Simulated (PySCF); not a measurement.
## Au²⁺ (gold, charge +2) across methods

[Xe] 4f14 5d8 6s1, high-spin 4F determinant (an excited configuration). All numbers are calculated (PySCF 2.14, a scalar-relativistic core potential, in aug-cc-pwCVDZ-PP with ECP60MDF). The B2PLYP total includes its PT2 part (frozen core); its orbital energies are those of the SCF part.

| method | E (hartree) | mean ε 5d α (eV) | mean ε 5d β (eV) | mean ε 6s α (eV) | Σ⟨r²⟩ (bohr²) | ⟨S²⟩ |
| --- | --- | --- | --- | --- | --- | --- |
| CAM-B3LYP | -134.4016 | -34.204 | -32.602 | -26.897 | 36.28 | 3.751 |
| UHF | -133.66621 | -37.822 | -35.565 | -27.420 | 36.22 | 3.753 |
| LDA | -134.2028 | -30.998 | -29.350 | -25.098 | 36.43 | 3.750 |
| PBE0 | -134.4464 | -32.868 | -31.108 | -25.608 | 36.17 | 3.751 |
| r2SCAN | -134.5073 | -31.464 | -29.577 | -25.020 | 36.07 | 3.751 |
| M06-2X | -134.3352 | -34.814 | -32.988 | -26.809 | 36.16 | 3.751 |
| PBE | -134.4751 | -30.884 | -29.257 | -24.740 | 36.28 | 3.750 |
| B2PLYP | -134.2437 | -34.639 | -32.799 | -26.264 | 36.24 | 3.751 |

(1) Estimate the same row for wB97M-V.

Energies and moments cover only the electrons outside the core potential. Spin-orbit coupling, absent here, splits the open shell strongly.

Answers

(1) E (hartree) = -134.3665; mean ε 5d α (eV) = -35.268; mean ε 5d β (eV) = -33.633; mean ε 6s α (eV) = -27.560; Σ⟨r²⟩ (bohr²) = 36.21; ⟨S²⟩ = 3.751.
